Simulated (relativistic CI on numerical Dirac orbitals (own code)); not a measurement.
## Ir6+: resonant inelastic scattering at the O2,3 edge

Computed with this model: Dirac-Coulomb-Breit CI, KLI orbitals optimised for each configuration, model QED (radiative potential, 1s self-energy scaled to tabulated hydrogen-like ionisation energies), valence Slater integrals scaled by 0.7, Kramers-Heisenberg scattering through one core-hole configuration in a parametric crystal field; configurations [Xe] 4f14 5d3 → [Kr] 4d10 4f14 5s2 5p5 5d4; 80 K; core-hole width 1 eV; summed over polarisations. Incident energies are the highest absorption maxima for each field (at most a few, so the weaker spin-orbit partner edge can be absent), on the computed scale of the free ion. Intensities are in per cent of the strongest line above 0.02 eV; levels within 1 cm⁻¹ are merged; final levels count from the ground level, the first row holds all elastic scattering, lines under 0.4 are left out and each table stops after 24 rows. The scale of the Slater integrals is a model choice and moves the terms in proportion.

Field parameters in Wybourne normalisation: D4h B²₀ = −7Ds, B⁴₀ = 21(Dq − Dt), B⁴₄ = 21√(5/14) Dq. The field is a parameter set, without covalency.

S is read from ⟨S²⟩ = S(S + 1).

D4h, 10Dq = 42750, Ds = -1500, Dt = -480 cm⁻¹:

```csv
Final level (eV),Degeneracy,Irrep,S,57.2 eV,58.4 eV,72.5 eV
0.000,2,Γ6,1.41,435.6,245.4,130.4
0.026,2,Γ7,1.43,100.0,56.9,13.7
1.484,2,Γ6,0.65,25.4,42.6,14.9
1.647,2,Γ7,0.62,14.5,10.2,14.3
1.891,2,Γ7,0.53,5.6,6.3,4.2
1.908,2,Γ6,0.53,4.7,6.9,3.8
2.045,2,Γ6,0.53,3.3,17.4,9.9
3.186,2,Γ7,0.58,2.6,6.0,7.4
3.505,2,Γ7,0.61,1.4,3.8,10.1
3.678,2,Γ6,0.62,5.9,4.0,20.0
5.352,2,Γ7,1.44,9.9,4.3,17.4
5.461,2,Γ6,1.42,18.3,17.5,46.8
5.529,2,Γ6,1.43,6.2,3.8,6.6
5.947,2,Γ6,1.38,3.3,2.0,42.9
5.953,2,Γ7,1.43,6.5,4.7,18.9
6.069,2,Γ7,1.42,12.0,3.6,14.9
6.635,2,Γ6,1.23,11.0,5.2,25.5
6.674,2,Γ7,1.29,2.0,2.6,19.8
6.802,2,Γ7,1.44,5.6,2.6,32.0
6.942,2,Γ6,1.05,7.6,2.0,26.6
7.051,2,Γ6,1.09,5.6,2.6,11.3
7.206,2,Γ7,0.83,3.5,7.4,9.2
7.397,2,Γ7,0.88,4.3,2.7,10.1
7.584,2,Γ6,0.88,4.7,8.6,9.1
```

D4h, 10Dq = 42750, Ds = -860, Dt = -480 cm⁻¹:

| Final level (eV) | Degeneracy | Irrep | S | 56.9 eV | 58.5 eV | 72.7 eV |
| --- | --- | --- | --- | --- | --- | --- |
| 0.000 | 2 | Γ6 | 1.42 | 1118.4 | 504.0 | 316.7 |
| 0.009 | 2 | Γ7 | 1.42 | 185.4 | 107.1 | 20.6 |
| 1.570 | 2 | Γ6 | 0.63 | 52.1 | 84.5 | 28.7 |
| 1.581 | 2 | Γ7 | 0.63 | 35.8 | 31.8 | 28.7 |
| 1.896 | 2 | Γ7 | 0.53 | 10.2 | 14.5 | 12.1 |
| 1.898 | 2 | Γ6 | 0.53 | 5.0 | 13.7 | 8.1 |
| 2.034 | 2 | Γ6 | 0.53 | 3.2 | 40.3 | 22.1 |
| 3.161 | 2 | Γ7 | 0.57 | 8.5 | 6.0 | 19.7 |
| 3.557 | 2 | Γ7 | 0.61 | 2.7 | 9.6 | 26.3 |
| 3.566 | 2 | Γ6 | 0.61 | 7.7 | 10.4 | 33.8 |
| 5.393 | 2 | Γ7 | 1.45 | 24.0 | 10.2 | 52.1 |
| 5.509 | 2 | Γ6 | 1.43 | 27.4 | 31.9 | 100.0 |
| 5.694 | 2 | Γ6 | 1.42 | 19.2 | 5.7 | 27.4 |
| 5.975 | 2 | Γ7 | 1.44 | 37.8 | 17.3 | 55.7 |
| 6.031 | 2 | Γ6 | 1.40 | 7.0 | 7.5 | 85.5 |
| 6.050 | 2 | Γ7 | 1.42 | 16.3 | 6.9 | 38.7 |
| 6.580 | 2 | Γ6 | 1.24 | 23.9 | 7.9 | 49.2 |
| 6.713 | 2 | Γ7 | 1.24 | 6.7 | 4.6 | 29.7 |
| 6.919 | 2 | Γ7 | 1.44 | 11.1 | 5.4 | 86.1 |
| 6.927 | 2 | Γ6 | 1.22 | 13.0 | 3.3 | 46.8 |
| 7.131 | 2 | Γ6 | 0.88 | 17.0 | 7.4 | 33.3 |
| 7.228 | 2 | Γ7 | 1.10 | 10.7 | 8.5 | 35.1 |
| 7.292 | 2 | Γ7 | 0.96 | 9.0 | 15.3 | 18.0 |
| 7.513 | 2 | Γ6 | 1.32 | 7.7 | 11.1 | 55.4 |

D4h, 10Dq = 42750, Ds = -210, Dt = -480 cm⁻¹:

```
Final level (eV)  Degeneracy  Irrep     S  56.8 eV  58.7 eV  72.8 eV
           0.000           2     Γ7  1.42   1494.1    533.8    407.6
           0.006           2     Γ6  1.43    194.7    117.3     21.4
           1.495           2     Γ7  0.64     55.9     67.9     29.1
           1.629           2     Γ6  0.62     34.6     39.3     25.4
           1.887           2     Γ7  0.53      8.5     23.9     12.3
           1.902           2     Γ6  0.53      7.4     17.7     14.2
           2.031           2     Γ6  0.53      4.4     46.1     29.9
           3.168           2     Γ7  0.57     10.8      4.8     32.1
           3.505           2     Γ6  0.61      4.8     13.5     26.7
           3.655           2     Γ7  0.61      4.5     13.4     35.1
           5.432           2     Γ7  1.45     47.5     12.7    100.0
           5.548           2     Γ6  1.44     20.1     21.3     60.0
           5.845           2     Γ6  1.42     26.8      7.1     57.3
           5.939           2     Γ7  1.44     38.8     23.8     81.9
           6.028           2     Γ7  1.42     16.5     20.3     85.2
           6.090           2     Γ6  1.42      9.3     14.2     95.1
           6.537           2     Γ6  1.22     31.4      8.7     41.5
           6.775           2     Γ7  1.17     17.4      7.4     58.5
           6.906           2     Γ6  1.22     10.2      4.7     48.2
           7.026           2     Γ7  1.30      7.2      5.6     54.4
           7.103           2     Γ7  1.41      8.8      5.0     83.8
           7.225           2     Γ6  0.86     18.5     11.7     40.9
           7.340           2     Γ6  1.44      6.3      4.9     97.5
           7.342           2     Γ7  0.95     37.7     19.6     39.0
```

For the first field the strongest loss at the lowest incident energy is the level at 0.03 eV (S = 1.43, against 1.41 in the thermal ground state). Levels of other spin, the first over 8 % at 1.48 eV, appear because spin-orbit coupling of the core hole, and in heavier ions of the valence shell too, mixes spins.
